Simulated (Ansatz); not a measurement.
Consider the formal loss of a carbene: `[CH3][Al]([NH2])[Cl]` → `[CH2]` (triplet) + `[NH2][AlH][Cl]`.

Isolated molecules relaxed with PBE0-D4/def2-TZVP in Ansatz; ΔE leaves out vibrations. CBS: MP2 limit from def2 TZ/QZ plus the TZ coupled-cluster correction, frozen cores. This one scheme is used for every species. Functionals use def2-TZVPP. Triplets are unrestricted, without spin–orbit coupling. Each species was taken in one conformer, which may not be the lowest.

`[CH3][Al]([NH2])[Cl]`:

Cartesian coordinates in Å:
```
C -0.112 -0.774 1.293
Al -0.091 0.603 -0.069
N 0.283 0.301 -1.762
Cl -0.531 2.604 0.426
H 0.611 -0.550 2.083
H 0.127 -1.759 0.885
H -1.094 -0.834 1.770
H 0.297 1.008 -2.478
H 0.511 -0.600 -2.149
```

`[CH2]` (triplet):

Z-matrix (Å, degrees):
```
C
H 1 1.079
H 1 1.079 2 134.9
```

`[NH2][AlH][Cl]`:

```xyz
6

N     0.615    0.623   -0.464
Al   -0.502   -0.369    0.460
Cl   -0.849   -2.325   -0.215
H     0.856    1.573   -0.233
H     1.101    0.325   -1.294
H    -1.221    0.173    1.746
```

CCSD(T)/CBS gives +482.9 kJ/mol.

Problem. Another level gave +484.9 kJ/mol. Which?
A. PBE0/def2-TZVPP
B. CCSD(T)/def2-TZVPP
C. MP2/def2-TZVPP
D. revPBE/def2-TZVPP

Solution. C. MP2/def2-TZVPP 484.9, revPBE 459.5, PBE0 475.7, CCSD(T)/def2-TZVPP 470.3 kJ/mol.

Largest T1 diagnostic among the species: 0.011.

From r2SCAN to r2SCAN0 (25 % exact exchange), in def2-TZVPP and without D4, ΔE moves by −5.1 kJ/mol. At CCSD(T), def2-SVP lies −29.5 kJ/mol from the extrapolated value and def2-TZVPP −12.6 kJ/mol.
